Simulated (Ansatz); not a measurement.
`FCBI` + H₂O → `OBCF` + HI at 500 K and 1 bar (formal hydrolysis of a B–I bond).

Computed with Ansatz on PBE0-D4/def2-TZVP structures; ΔE is electronic, products minus reactants. CBS: MP2 limit from def2 TZ/QZ plus the TZ coupled-cluster correction, frozen cores. This one scheme is used for every species. def2 core potentials past Kr. For I outer-core shells are correlated without core-valence functions, which leaves a few kJ/mol of doubt a bond. Each species was taken in one conformer, which may not be the lowest.

```tsv
species	CCSD(T)/CBS energy (Eh)	H − E (kJ/mol)	S (J/(mol·K))
`FCBI`	-461.88901	143.8	360.7
H₂O	-76.37941	73.2	206.3
`OBCF`	-240.25532	183.8	337.7
HI	-298.03592	28.6	221.6
```

H − E and S are ideal-gas, rigid-rotor, harmonic terms from PBE0-D4/def2-TZVP, for one conformer and one mirror image of each species. 1 Eh = 2625.50 kJ/mol, R = 8.31446 J/(mol·K).

Q: By hand: ΔE, ΔH, ΔS and ΔG.

A: ΔE = (-240.25532) + (-298.03592) − (-461.88901) − (-76.37941) = -0.02282 Eh = -59.9 kJ/mol. Δ(H − E) = 183.8 + 28.6 − 143.8 − 73.2 = -4.6, so ΔH = -64.5 kJ/mol. ΔS = 337.7 + 221.6 − 360.7 − 206.3 = -7.7 J/(mol·K). ΔG = -64.5 − 500 × (-7.7)/1000 = -60.6 kJ/mol.

Q: By hand: the equilibrium constant, and the temperature at which ΔG would vanish if ΔH and ΔS stayed fixed.

A: log₁₀ K = −ΔG/(RT ln 10) = 6.3. ΔG = 0 at ΔH/ΔS = 8377 K, far beyond where these terms or the molecules hold.

The number of gas molecules stays the same, so ΔS is small and ΔH decides. A doubt of 5 kJ/mol in ΔE shifts log₁₀ K by 0.5 here. Other conformers and mirror images would add mixing entropy, several J/(mol·K) or more a flexible species. These are equilibria of isolated gas molecules and say nothing of rates. Largest T1 diagnostic: 0.012 (customary marks: 0.02 for closed shells, 0.045 for open ones).
